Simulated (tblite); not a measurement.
Q: Write Cartesian coordinates for InChI=1S/C7H14O2Si/c1-4-7(3)6-10(8,9)5-2/h4,8-9H,1,3,5-6H2,2H3 as optimised with GFN2-xTB.

A: 
```xyz
24
C7H14O2Si angstrom
C      2.6383   -0.3107   -1.3286
C      1.9587    0.8212   -1.1803
C      1.0739    1.1657   -0.0743
C      0.4605    2.3515   -0.0763
C      0.8485    0.1725    1.0197
Si    -0.4275   -1.1739    0.5525
O      0.0701   -2.1309   -0.6812
O     -0.5090   -2.1611    1.8445
C     -2.1265   -0.4013    0.1519
C     -2.2270    0.1838   -1.2552
H      3.2745   -0.4704   -2.1831
H      2.5979   -1.1132   -0.6130
H      2.0540    1.5921   -1.9364
H     -0.2021    2.6496    0.7180
H      0.6005    3.0636   -0.8728
H      0.4909    0.6926    1.9065
H      1.7892   -0.3052    1.2894
H      0.3380   -1.7332   -1.5054
H     -0.6944   -3.0869    1.7098
H     -2.3585    0.3828    0.8727
H     -2.9030   -1.1598    0.2698
H     -3.2105    0.6192   -1.4223
H     -1.4810    0.9612   -1.4014
H     -2.0676   -0.5896   -2.0033
```

Orientation and origin are arbitrary. Atoms count from 1 in this order. Of the pairs four or more bonds apart, H12···H17 is among the closest relative to their van der Waals radii: 2.22 Å, 92 % of the sum of Bondi's values. Si6 (oxygen-bound silicon) is distorted tetrahedral (angles from 105.0° to 113.1°). The 5 C–C bonds span 1.329 Å (C1=C2, drawn double) to 1.527 Å (C9–C10, drawn single), a spread of 0.198 Å.

Bonds between heavy atoms (Å): C1=C2 1.329, C2–C3 1.458, C3=C4 1.335, C3–C5 1.495, C5–Si6 1.913, Si6–O7 1.639, Si6–O8 1.628, Si6–C9 1.909, C9–C10 1.527.

The geometry is computed with GFN2-xTB (gas phase).

Point group: C1 (no symmetry element, even within 0.4 Å). Its GFN2-xTB frequencies are all real (lowest 16 cm⁻¹). The numbers are those of one conformer (C1–C2–C3–C4 180°, C2–C3–C5–Si6 -80°, C3–C5–Si6–O7 65°, C5–Si6–O7–H -55°, C5–Si6–O8–H -148°).
